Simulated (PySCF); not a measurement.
A series of related compounds: `O=C([C@H]([C@@H](OC)C)F)Cl`, C₅H₈ClFO₂; SMILES COC(OC)[C@@H](F)C(=O)Cl, C₅H₈ClFO₃; `CC[C@H](COC)C(=O)Cl`, C₆H₁₁ClO₂; SMILES CO[C@@H]([C@H](F)C(=O)Cl)C(F)(F)F, C₅H₅ClF₄O₂; SMILES COC[C@H](F)C(=O)Cl, C₄H₆ClFO₂.

PySCF calculation with shieldings: GIAO PBE0/pcSseg-1 and structure optimised with GFN2-xTB; a single conformation, relativity neglected, no solvent model, one averaged value for each set of equivalent atoms.

Shifts are taken against calculated references (same method and geometry level): HCl for 35Cl (σref 949.78).

Q: How does the 35Cl shift change along the series?

A: 
| compound | change | δ (ppm) | HOMO–LUMO gap (eV) |
| --- | --- | --- | --- |
| CO[C@@H](C)[C@H](F)C(=O)Cl | H replaced by CH3 | 463 | 6.51 |
| COC(OC)[C@@H](F)C(=O)Cl | H replaced by OCH3 | 456 | 6.86 |
| CC[C@H](COC)C(=O)Cl | F replaced by C2H5 | 537 | 6.83 |
| CO[C@@H]([C@H](F)C(=O)Cl)C(F)(F)F | H replaced by CF3 | 461 | 7.11 |
| COC[C@H](F)C(=O)Cl | base | 407 | 6.67 |
